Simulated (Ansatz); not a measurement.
Reaction (ligand exchange at the Si–C bond): `CC(C)[SiH](F)F` + `S[SiH2]Cl` → `F[SiH](F)S[SiH2]Cl` + propane

Calculated with Ansatz (gas phase, PBE0-D4/def2-TZVP geometries, no zero-point term in ΔE). CCSD(T)/CBS is the MP2 limit (def2-TZVPP, def2-QZVPP) plus CCSD(T) − MP2 in def2-TZVPP, frozen cores. DFT in def2-TZVPP. HSE06 is defined as in plane-wave codes. Each species was taken in one conformer, which may not be the lowest.

`CC(C)[SiH](F)F`:

Cartesian coordinates in Å:
```
C 0.199 -0.139 -1.502
C -0.183 0.398 -0.123
C -1.443 -0.278 0.421
Si 1.213 0.249 1.089
F 1.601 -1.284 1.279
F 2.510 0.981 0.527
H 0.420 -1.209 -1.460
H 1.077 0.367 -1.909
H -0.625 -0.001 -2.208
H -0.378 1.477 -0.209
H -1.295 -1.356 0.529
H -2.285 -0.128 -0.261
H -1.736 0.117 1.398
H 0.925 0.805 2.429
```

`S[SiH2]Cl`:

Z-matrix (Å, degrees):
```
Si
Cl 1 2.054
S 1 2.120 2 112.9
H 1 1.478 2 108.5 3 -116.6
H 1 1.479 2 106.5 3 122.3
H 3 1.344 1 94.3 2 70.4
```

`F[SiH](F)S[SiH2]Cl`:

Cartesian coordinates in Å:
```
F 0.220 -1.999 -0.111
Si -1.057 -1.190 0.361
F -1.934 -0.968 -0.940
S -0.503 0.649 1.227
Si 0.900 1.294 -0.255
Cl 2.799 0.689 0.197
H -1.827 -1.985 1.328
H 0.866 2.770 -0.232
H 0.535 0.739 -1.575
```

`CCC`:

Cartesian coordinates in Å:
```
C 0.484 0.578 -1.041
C -0.517 0.324 0.074
C -0.101 -0.818 0.985
H 0.605 -0.308 -1.670
H 1.468 0.829 -0.635
H 0.169 1.403 -1.685
H -0.643 1.237 0.667
H -1.499 0.108 -0.359
H -0.832 -0.987 1.780
H 0.864 -0.613 1.458
H 0.001 -1.752 0.424
```

(1) Is it downhill or uphill in electronic energy at CCSD(T)/CBS, and by how much? (Best estimate.)

(2) What do these levels give: revPBE-D4, BLYP-D4, r2SCAN-D4, r2SCAN0-D4, HSE06-D4, BHLYP-D4, ωB97M-V, B2PLYP, LC-ωPBE, RPA@PBE/def2-TZVPP, CCSD(T)/def2-SVP, HF/CBS(def2)? (Best estimate.)

Largest T1 diagnostic among the species: 0.011.

## Answers

(1) Computed: Downhill: ΔE = -0.68 eV.

(2) Ansatz gave: revPBE-D4 -0.71, BLYP-D4 -0.69, r2SCAN-D4 -0.72, r2SCAN0-D4 -0.72, HSE06-D4 -0.71, BHLYP-D4 -0.72, ωB97M-V -0.67, B2PLYP -0.69, LC-ωPBE -0.67, RPA@PBE/def2-TZVPP -0.61, CCSD(T)/def2-SVP -0.62, HF/CBS(def2) -0.71 eV.

Leaving LDA and LC-ωPBE aside and taking each functional with its dispersion term where it has one, the values, not all of them listed here, spread over 0.07 eV, from B97M-V to CAM-B3LYP-D4. LDA lies +0.05 eV from PBE without D4. At CCSD(T), def2-SVP lies +0.06 eV from the extrapolated value and def2-TZVPP +0.03 eV.
